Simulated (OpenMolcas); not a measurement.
**Mn3+ in a point-charge field**

Mn3+ among 5 point charges of -2 e arranged as a trigonal bipyramid (D3h), 1.86 Å from the ion, with the axial distance 1.600 Å.

* Program: OpenMolcas
* Method: SS-CASPT2, IPEA 0.25 Eh, imaginary shift 0.1 Eh (closed shells correlated: 3s 3p)
* Basis: ANO-RCC-VDZP [5s4p2d1f]
* Scalar Hamiltonian: DKH2, point nucleus
* Active space: 4 electrons in 5 orbitals (3d)
* State averaging: 2S+1 = 5 even, 5 roots; 2S+1 = 3 even, 45 roots; 2S+1 = 1 even, 50 roots
* Spin-orbit coupling: state interaction with AMFI integrals over the reference wave functions

The lowest spin-free states (labels of D3, the rotations of D3h), above the lowest:

```csv
State,Degeneracy,E (cm-1),Free-ion L (%)
5A1,1,0,D (100)
5E,2,9430,D (100)
5E,2,14960,D (100)
3E,2,22890,H (76)
3A1,1,24160,H (77)
3A2,1,24160,H (77)
3A2,1,24340,P (51)
3E,2,25830,H (47)
3E,2,27220,G (47)
3A1,1,27970,G (80)
3E,2,29570,H (45)
3E,2,30280,H (100)
3A1,1,31120,F (56)
3A2,1,31140,F (56)
3E,2,31320,F (32)
3A2,1,31660,H (80)
2S+1 = 1,2,32230,I (100)
3E,2,32350,F (67)
1A1,1,34450,I (49)
3E,2,35010,P (34)
```

The lowest levels with spin-orbit coupling:

```tsv
E (cm-1)	Degeneracy	Label	2S+1	g
0	1	A1	5	
5	2	E	5	0.00 0.00 4.00
21	2	E	5	0.00 0.00 8.01
9270	2	E	5	0.00 0.00 6.00
9350	1	A2	5	
9360	1	A1	5	
9440	2	E	5	0.00 0.00 2.00
9540	2	E	5	0.00 0.00 6.00
9630	2		5	0.00 0.00 10.00
14610	1	A1	5	
14610	1	A2	5	
14800	2	E	5	0.00 0.00 0.03
14990	2	E	5	0.00 0.00 3.98
15170	1	A1	5	
15170	1	A2	5	
15340	2	E	5	0.00 0.00 11.98
22870	1	A2	3	
22870	1	A1	3	
22880	2	E	3	0.00 0.00 7.95
22930	2	E	3	0.00 0.00 11.93
```

Powder χT (cm3 K/mol): 1.41 at 2 K, 2.61 at 10 K, 2.86 at 50 K, 2.88 at 100 K, 2.9 at 200 K, 2.91 at 300 K. The effective moment at 300 K is 2.828 √(χT) = 4.83 μB.

The lowest level has 2S+1 = 5, for which the spin-only value is χT = S(S+1) / 2 = 3.000 cm3 K/mol (g = 2). The computed 2.913 at 300 K differs by -0.087, through orbital momentum, spin-orbit coupling and any other state in reach.

Roots that are degenerate in the reference are averaged as groups; the widest CASPT2 spread within a group is 180 cm-1 (the 2-fold group of multiplicity 5 near 15000 cm-1 above the lowest state of its run). Shifts and gaps below about the spread of the groups concerned are not significant. Free-ion shares, where given, are those of the reference states; single-state CASPT2 does not remix them. Point charges carry no covalency, so the field is a model and not that of real ligands. No measured value stands beside these numbers.

The CASPT2 steps took 8 s on 1 thread of Intel(R) Xeon(R) Platinum 8488C (Sapphire Rapids), on a shared host; the integral step is not counted.

With an even number of electrons the g values are those of a degenerate or nearly degenerate non-Kramers pair.
